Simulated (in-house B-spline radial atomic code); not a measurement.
Results of a calculation; reference values are marked as such.
Two electrons in InAs: a Gaussian well −V exp(−r²/w²) with V = 64.6 meV and w = 116 nm

For InAs the NSM archive of the Ioffe Institute lists m* = 0.023 m0 and ε = 15.15. In so narrow a gap the band flattens within tens of meV, so real spacings are smaller, by up to some tenths.

Effective-mass model with parabolic bands, a uniform dielectric constant, no image charges, no central-cell or spin-orbit terms. Two-electron levels come from full CI in B-splines with partial waves to l = 5 (up to 0.001 effective hartree above the limit).

What are the effective units, and what is the potential in them?

Ha* = 27211.386 meV × 0.023/15.15² = 2.727 meV and a* = 0.0529177 nm × 15.15/0.023 = 34.86 nm. V = 23.7 Ha* and w = 3.33 a*.

In these units the lowest s and p orbitals lie at -20.6841 and -18.7319, and their Coulomb and exchange integrals are J_ss = 1.1174, J_sp = 0.9232 and K_sp = 0.1828. Full CI gives -40.3219 for the ground singlet, -38.6932 for the sp triplet, -38.3808 for the sp singlet and -36.8717 for the lowest triplet of two s orbitals.

What does it cost to add the second electron, to first order and exactly?

To first order E = 2ε_s + J_ss = -40.2508, so the charging energy E(2) − 2E(1) is J_ss = 3.047 meV. CI gives -40.3219 − 2 × (-20.6841) = 1.0463, or 2.853 meV: relaxation and correlation lower it by 0.1939 meV, 6.4 % of J_ss. The s² configuration of one-electron orbitals holds 98.6 % of the state, and the mean radius is 29.5 nm. The second electron is bound by ε_s − E = 53.55 meV, against 56.4 meV for the first.

How far above the singlet do the triplets lie?

To first order the sp triplet lies at ε_s + ε_p + J_sp − K_sp = -38.6757, which is 4.295 meV above 2ε_s + J_ss. CI gives -38.6932 − (-40.3219) = 1.6287, or 4.441 meV, 83 % of the orbital spacing of 5.323 meV. The ss triplet lies 9.408 meV up, so the lower of the two is the sp one, and its gap equals k_BT at 51.5 K. The sp singlet-triplet splitting is 0.8519 meV, against 2K_sp = 0.9971 meV.
